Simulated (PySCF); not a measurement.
Cartesian coordinates in Å; atom numbers follow the order of the lines, from 1:
```xyz
16

C    -3.4433   -0.3815   -0.3119
O    -2.0596   -0.4482   -0.1711
Si   -1.0257    0.7947   -0.0385
C     0.6034   -0.1226    0.1217
C     1.7749    0.4913    0.2160
Cl    1.7969    2.2300    0.1896
Si    3.4999   -0.2801    0.3527
Cl    4.4557   -0.0029   -1.3914
H    -3.9021    0.0492    0.5814
H    -3.8204   -1.3944   -0.4574
H    -3.7201    0.2328   -1.1719
H    -1.0686    1.6533   -1.2270
H    -1.3058    1.6106    1.1495
H     0.6123   -1.2028    0.1412
H     4.2418    0.3916    1.4135
H     3.3532   -1.7129    0.5924
```

One computed conformer, equivalent nuclei averaged, non-relativistic Hamiltonian, isolated molecule. GIAO PBE0/pcSseg-1 shieldings; geometry: GFN2-xTB; PySCF 2.14.

Problem. Predict the 2D correlation tables (HSQC, COSY, HMBC).

Solution. 

HSQC (one-bond C–H):
```tsv
δH	δC
6.79 (H14)	153.8 (C4)
3.83 (H9/H10/H11)	53.9 (C1)
```

COSY cross peaks (H two or three bonds apart, from the bond graph; peaks can be absent where the dihedral angle is near 90°):
```tsv
δH	δH
6.79 (H14)	5.27 (H12/H13)
```

HMBC (two and three bonds, from the bond graph):
```tsv
δH	δC
6.79 (H14)	162.7 (C5)
5.27 (H12/H13)	162.7 (C5), 153.8 (C4), 53.9 (C1)
5.15 (H15/H16)	162.7 (C5), 153.8 (C4)
```

Referencing at the same level of theory: TMS for $^{1}$H (σ = 31.72 ppm) and $^{13}$C (σ = 186.93 ppm).

Carbons that carry Cl, above all several Cl atoms, come out too deshielded, partly because spin–orbit coupling is missing. Shifts are as computed. Against solution values, carbons near 30 ppm lie about +3 ppm off and those near 130 ppm about +5 ppm; carbons on Cl a further +6 ppm. Of 1211 compounds with measured shifts, 218 miss one by over three times the rms of a fit or turn the order of signals round; such compounds aren't used in these exercises.
